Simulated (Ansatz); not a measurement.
Geometry optimisation, UKS PBE-D4/def2-SVP in Ansatz 0.2.0.

The input (input.yaml):

```yaml
crystal:
  periodic: [false, false, false]
  atoms:
    - { symbol: C, position_ang: [-0.3972, 0.1172, -0.5963] }
    - { symbol: C, position_ang: [0.2704, 0.112, 0.5039] }
    - { symbol: Te, position_ang: [1.2033, -1.6763, 1.0781] }
    - { symbol: H, position_ang: [-0.4776, -0.7047, -1.2358] }
    - { symbol: H, position_ang: [-0.932, 1.0752, -0.9186] }
    - { symbol: H, position_ang: [0.3753, 1.0126, 1.1224] }
magnetization:
  spin_polarized: true
  initial_magnetization: 1
basis:
  gaussian: { orbitals: def2-SVP }
hamiltonian:
  xc: pbe
  dispersion: d4
relax:
  f_tol: 0.02
  max_steps: 50
```

Command:

```bash
$ ansatz run input.yaml --threads 2 --pin off --max-ram 3072MiB --backend cpu --events-out ev --progress --plain --runs-dir out
```

**Question.** Where does it end, and by what steps?

**Answer.** It converged. After 5 steps the energy has fallen by 0.257 eV; Te3 moved furthest, 0.10 Å.

| step | energy less start (eV) | largest force component (eV/Å) | accepted |
| --- | --- | --- | --- |
| 0 | 0.0000 | 3.151 | yes |
| 1 | -0.2319 | 0.845 | yes |
| 2 | -0.2254 | 0.458 | no |
| 3 | -0.2563 | 0.142 | yes |
| 4 | -0.2571 | 0.050 | yes |
| 5 | -0.2572 | 0.003 | yes |

```xyz
6
Properties=species:S:1:pos:R:3
C -0.428 0.156 -0.635
C 0.289 0.087 0.512
Te 1.261 -1.663 1.156
H -0.542 -0.715 -1.302
H -0.924 1.096 -0.937
H 0.387 0.974 1.161
```

Whether the end is a true minimum wasn't checked by a vibrational analysis.

The run took 15 s on 2 threads of Intel(R) Xeon(R) Platinum 8488C (Sapphire Rapids) (shared host), peak memory 0.17 GiB.
